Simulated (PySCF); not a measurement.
Can point charges reproduce the dipole moment of `c1(CC)ccc(nn1)C`?

Coordinates (PBE0-D3(BJ)/def2-SVP, Å) and charges (e) from the PBE0/pcSseg-1 density (PySCF):

```json
{"atom": "C1", "x": "-3.111", "y": "0.909", "z": "0.250", "Mulliken": "-0.2846", "IAO": "-0.4045", "Hirshfeld": "-0.1118", "ESP-fitted": "-0.1368"}
{"atom": "C2", "x": "-2.354", "y": "-0.335", "z": "0.708", "Mulliken": "-0.1572", "IAO": "-0.2614", "Hirshfeld": "-0.0693", "ESP-fitted": "-0.0321"}
{"atom": "C3", "x": "-0.877", "y": "-0.215", "z": "0.472", "Mulliken": "+0.0130", "IAO": "+0.1187", "Hirshfeld": "+0.0619", "ESP-fitted": "+0.4247"}
{"atom": "C4", "x": "-0.287", "y": "-0.528", "z": "-0.763", "Mulliken": "-0.0572", "IAO": "-0.1535", "Hirshfeld": "-0.0390", "ESP-fitted": "-0.2179"}
{"atom": "C5", "x": "1.073", "y": "-0.341", "z": "-0.889", "Mulliken": "-0.0639", "IAO": "-0.1532", "Hirshfeld": "-0.0402", "ESP-fitted": "-0.4064"}
{"atom": "C6", "x": "1.772", "y": "0.153", "z": "0.224", "Mulliken": "-0.0127", "IAO": "+0.1217", "Hirshfeld": "+0.0614", "ESP-fitted": "+0.7397"}
{"atom": "C7", "x": "3.249", "y": "0.392", "z": "0.195", "Mulliken": "-0.1819", "IAO": "-0.4284", "Hirshfeld": "-0.1174", "ESP-fitted": "-0.6001"}
{"atom": "N8", "x": "1.145", "y": "0.429", "z": "1.367", "Mulliken": "-0.2437", "IAO": "-0.1693", "Hirshfeld": "-0.1100", "ESP-fitted": "-0.4105"}
{"atom": "N9", "x": "-0.151", "y": "0.248", "z": "1.488", "Mulliken": "-0.2359", "IAO": "-0.1695", "Hirshfeld": "-0.1075", "ESP-fitted": "-0.3246"}
{"atom": "H10", "x": "-2.746", "y": "1.799", "z": "0.784", "Mulliken": "+0.1311", "IAO": "+0.1469", "Hirshfeld": "+0.0418", "ESP-fitted": "+0.0575"}
{"atom": "H11", "x": "-4.190", "y": "0.811", "z": "0.447", "Mulliken": "+0.1232", "IAO": "+0.1416", "Hirshfeld": "+0.0441", "ESP-fitted": "+0.0543"}
{"atom": "H12", "x": "-2.980", "y": "1.088", "z": "-0.829", "Mulliken": "+0.1112", "IAO": "+0.1324", "Hirshfeld": "+0.0353", "ESP-fitted": "+0.0239"}
{"atom": "H13", "x": "-2.741", "y": "-1.227", "z": "0.189", "Mulliken": "+0.1232", "IAO": "+0.1353", "Hirshfeld": "+0.0411", "ESP-fitted": "+0.0089"}
{"atom": "H14", "x": "-2.503", "y": "-0.486", "z": "1.787", "Mulliken": "+0.1399", "IAO": "+0.1586", "Hirshfeld": "+0.0449", "ESP-fitted": "+0.0171"}
{"atom": "H15", "x": "-0.893", "y": "-0.910", "z": "-1.588", "Mulliken": "+0.0925", "IAO": "+0.1561", "Hirshfeld": "+0.0589", "ESP-fitted": "+0.1661"}
{"atom": "H16", "x": "1.599", "y": "-0.569", "z": "-1.820", "Mulliken": "+0.0921", "IAO": "+0.1566", "Hirshfeld": "+0.0590", "ESP-fitted": "+0.1899"}
{"atom": "H17", "x": "3.800", "y": "-0.540", "z": "-0.007", "Mulliken": "+0.1360", "IAO": "+0.1521", "Hirshfeld": "+0.0489", "ESP-fitted": "+0.1455"}
{"atom": "H18", "x": "3.568", "y": "0.789", "z": "1.167", "Mulliken": "+0.1400", "IAO": "+0.1683", "Hirshfeld": "+0.0492", "ESP-fitted": "+0.1501"}
{"atom": "H19", "x": "3.521", "y": "1.113", "z": "-0.592", "Mulliken": "+0.1349", "IAO": "+0.1515", "Hirshfeld": "+0.0487", "ESP-fitted": "+0.1509"}
```

Compute μ = Σ q r for each scheme (1 e·Å = 4.803 D) and compare with the dipole of the full density.

The full density gives (-0.22, -1.13, -3.70) D, 3.88 D in size; dipole vectors point from the negative to the positive end.

```csv
scheme,μx,μy,μz,size (D),share of the full size (%),angle to the full dipole (°)
Mulliken,-0.02,-0.50,-3.32,3.36,87,9
IAO,-0.15,-0.81,-2.72,2.84,73,0
Hirshfeld,-0.06,-0.53,-1.74,1.83,47,1
ESP-fitted,-0.26,-1.09,-3.68,3.85,99,1
```

Which set comes closest?

Length of the difference vector: ESP-fitted 0.06 D, Mulliken 0.76 D, IAO 1.04 D, Hirshfeld 2.05 D. Closest: ESP-fitted. 

What is left for the Hirshfeld atoms' own dipoles?

The Hirshfeld atoms' densities add up to the full density, so μ = Σ q r + Σ (atomic dipoles). The atomic dipoles sum to (-0.22, -1.13, -3.70) − (-0.06, -0.53, -1.74) = (-0.16, -0.60, -1.96) D, 2.05 D in size.

With the origin at the mean of the coordinates, (-0.163, 0.136, 0.136) Å, which are the largest single terms, by size, of the IAO dipole along the direction of the full one?

H15 +1.49, H16 +1.48, H18 -1.12, N8 +1.09, N9 +1.08 D; all 19 atoms together +2.84 D. The single terms depend on the origin, their sum doesn't.

Give the size of the full dipole in other units.

3.88 D = 1.526 au = 0.808 e·Å = 12.94 × 10⁻³⁰ C·m.

Geometry: PBE0-D3(BJ)/def2-SVP, one conformer, isolated molecule.

These values come from a run that also computed NMR shieldings. Hardware: one thread, Arm Neoverse N1, no GPU (shared host). Cost: 52 s wall.

Shape of the structure used: `[CH3:1][CH2:2][c:3]1[cH:4][cH:5][c:6]([CH3:7])[n:8][n:9]1`: C1–C2–C3–C4 -85°.
